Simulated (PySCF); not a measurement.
## Relaxation of quintet IrH₃

Method: PySCF, UPBE0, basis Ir def2-TZVP with ECP60, H def2-TZVP (scalar-relativistic core potentials, no spin–orbit coupling, density fitting). A (50,194) grid was used.

A start at or just off a symmetric point, pushed along the force that breaks its symmetry, of Cs symmetry, free to break it:

```xyz
4
charge 0 multiplicity 5, angstrom
Ir    0.0009    0.0000    0.0000
H     1.6057    0.0000    0.0000
H    -0.8897    1.4427    0.0000
H    -0.8897   -1.4427    0.0000
```

Optimiser trace:
```
step  E − E(last) (kJ/mol)  largest gradient (Eh/bohr)
   0                  1.89                     0.01358
   1                  0.37                     0.00604
   2                  0.00                     0.00041
   3                  0.00                     0.00007
```

It ends at C2v with Ir–H 1.643 Å, Ir–H 1.675 Å (×2); H–Ir–H 114.1°, H–Ir–H 123.0° (×2). A frequency run shows a minimum. Other isomers or separated fragments may lie lower.

Final geometry:
Coordinates in bohr (charge 0 multiplicity 5):
```
Ir    0.0018    0.0000    0.0000
H     3.1057    0.0000    0.0000
H    -1.7206    2.6552    0.0000
H    -1.7206   -2.6552    0.0000
```

Other spin states or occupations of the open shell can lie lower. At this level a singlet minimum of C3v symmetry lies 344 kJ/mol below this structure. No spin–orbit coupling is included, which matters more the heavier the element.

The relaxation took roughly 11 core-seconds on a shared host.
